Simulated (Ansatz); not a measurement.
Ideal-gas functions of `[O]=[Re](=[O])(=[O])[F]` at 400 K and 1 bar, from an Ansatz frequency run at PBE0-D4/def2-TZVP.

Molar mass 253.2 g/mol, point group C3v (symmetry number 3), electronic degeneracy 1, moments of inertia 120.732, 140.465, 140.466 u Å². Harmonic wavenumbers (cm⁻¹, unscaled): 243, 243, 320, 360, 360, 723, 1039, 1039, 1088.

Use S(trans) = R[1.5 ln M + 2.5 ln T − 1.1517]; rotational temperatures θ = 24.2544 K / I; S(rot) = R[ln(√π/σ · √(T³/θAθBθC)) + 1.5]; for each mode x = 1.438777 ν̃/T, S = R[x/(eˣ − 1) − ln(1 − e⁻ˣ)] and H = RT x/(eˣ − 1); 1 cm⁻¹ = 0.0119627 kJ/mol; R = 8.31446 J/(mol·K).

Task: By hand: the entropy, in J/(mol·K).

Result: Translation 184.0. Rotation: θ = 0.2009, 0.1727, 0.1727 K, giving 104.1. Vibration, mode by mode: 9.69, 9.69, 7.59, 6.72, 6.72, 2.38, 0.96, 0.96, 0.83, in all 45.5. Electronic 0.0. Sum 333.6 J/(mol·K).

Task: By hand: H − E and G − E in kJ/mol, counted from the electronic energy.

Result: Zero-point energy ½ × 5415 × 0.0119627 = 32.4; thermal vibration 10.7; translation, rotation and pV give 4 RT = 13.3. H − E = 56.4 kJ/mol, and G − E = 56.4 − 400 × 333.6/1000 = -77.0 kJ/mol.

Vibration gives 14 % of the entropy.
